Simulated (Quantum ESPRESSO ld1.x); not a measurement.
Question: All-electron atom: the arsenic ion As3+ in [Ar] 3d10 4s1 7f1 (not the ground configuration). Calculated with ld1.x of Quantum ESPRESSO 7.5: Dirac Kohn-Sham, PW91, spin-unpolarised, spherical densities, point nucleus; open shells fill j = l - 1/2 first. Some entries of the table are withheld. Estimate them.

| orbital | occ. | eigenvalue (hartree) | <r^2> (bohr^2) |
|---|---|---|---|
| 1s1/2 | 2 | (1) | 0.002786 |
| 2s1/2 | 2 | -56.4006 | 0.04842 |
| 2p1/2 | 2 | -50.5918 | 0.03744 |
| 2p3/2 | 4 | -49.2467 | 0.03891 |
| 3s1/2 | 2 | -8.75343 | 0.4116 |
| 3p1/2 | 2 | -6.79931 | 0.4353 |
| 3p3/2 | 4 | -6.61399 | 0.4502 |
| 3d3/2 | 4 | -3.26362 | 0.5516 |
| 3d5/2 | 6 | -3.23638 | 0.5587 |
| 4s1/2 | 1 | -2.01241 | (2) |
| 7f5/2 | 1 | -0.15753 | 285.9 |
| 7f7/2 | 0 | -0.15752 | 285.9 |

Answer: 
(1) 1s1/2 eigenvalue (hartree): -432.439
(2) 4s1/2 <r^2> (bohr^2): 3.176
